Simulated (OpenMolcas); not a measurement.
Au2+ among 6 point charges of -1.7 e arranged as an octahedron (Oh), 2.01 Å from the ion.
```
   2.0100    0.0000    0.0000  -1.70
   0.0000    2.0100    0.0000  -1.70
  -2.0100    0.0000    0.0000  -1.70
   0.0000   -2.0100    0.0000  -1.70
   0.0000    0.0000    2.0100  -1.70
   0.0000    0.0000   -2.0100  -1.70
```

```json
{
 "Program": "OpenMolcas",
 "Method": "SS-CASPT2, IPEA 0.25 Eh, imaginary shift 0.1 Eh (closed shells correlated: 5s 5p)",
 "Basis": "ANO-RCC-VTZP [8s7p5d3f1g]",
 "Scalar Hamiltonian": "DKH2, point nucleus",
 "Active space": "9 electrons in 5 orbitals (5d)",
 "State averaging": "2S+1 = 2 even, 5 roots",
 "Spin-orbit coupling": "RASSI with atomic mean-field integrals over the reference wave functions"
}
```

(1) What is the spin-free ground state (labels of O, the rotations of Oh)?

(2) Where is the first state of the same spin?

(3) What are the lowest two levels with spin-orbit coupling?

(4) What is χT at 300 K, and how does it compare with the textbook value?

(5) Which ligand-field parameters describe the states?

## Answers

(1) 2E, 2-fold in its orbital part, 100 % from free-ion D terms; it has the highest spin that d9 allows.

(2) 2T2 at 9530 cm-1 above the ground state.

(3) A 4-fold level Γ8, then a 2-fold level Γ7 7270 cm-1 above it. Their leading multiplicities are 2 (100 %) and 2 (100 %).

(4) The lowest level has 2S+1 = 2, for which the spin-only value is χT = S(S+1) / 2 = 0.375 cm3 K/mol (g = 2). The computed 0.935 at 300 K differs by +0.560, through orbital momentum, spin-orbit coupling and any other state in reach.

(5) The gap between the two states is 10Dq = 9525 cm-1. 

Roots that are degenerate in the reference are averaged as groups; the widest CASPT2 spread within a group is 100 cm-1 (the 3-fold group of multiplicity 2 near 9530 cm-1 above the lowest state of its run). Shifts and gaps below about the spread of the groups concerned are not significant. An orbital doublet at a regular site is open to a Jahn-Teller distortion, which this geometry leaves out. Free-ion shares, where given, are those of the reference states; single-state CASPT2 does not remix them. This is an electrostatic model: the charges have no orbitals. No measured value stands beside these numbers.
